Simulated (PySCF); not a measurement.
# Chromium: a sound run and one with changed settings

Sound run: Cr²⁺ [Ar] 3d4, Cr³⁺ [Ar] 3d3. Calculation: PySCF 2.14, in aug-cc-pVDZ-DK (7s6p4d2f, 59 functions); scalar relativity by spin-free X2C-1e. In the sound run the correlated levels freeze [Ar]. The sound run starts from symmetry-adapted Hartree-Fock orbitals and uses a fine grid where one is needed.

A second run was set up differently.

```tsv
species	method	sound run (hartree)	changed run (hartree)	converged
Cr²⁺	UHF	-1048.87917	-1048.87919	yes
Cr²⁺	BP86	-1050.03308	-1050.03404	no
Cr²⁺	MN15	-1050.43841	-1050.43976	yes
Cr²⁺	MP2	-1048.91110	-1048.90970	yes
Cr³⁺	UHF	-1047.77963	-1047.77963	yes
Cr³⁺	BP86	-1048.86715	-1048.86715	yes
Cr³⁺	MN15	-1049.26376	-1049.26376	yes
Cr³⁺	MP2	-1047.79066	-1047.79023	yes
```

Ionisation energy of Cr²⁺:

```tsv
method	sound run (eV)	changed run (eV)
UHF	29.920	29.921
MN15	31.964	32.001
MP2	30.489	30.462
SCS-MP2	30.110	30.101
```

(1) What was changed?
A. level shift left on
B. basis contracted for another Hamiltonian
C. minimal basis
D. angular grid far too coarse

Answers

(1) A. It used initial guess sap, at most 50 SCF cycles, level shift 0.1 hartree. Where the changed run lies lower, it found another determinant of the same configuration, with other orbitals of the open shell filled.
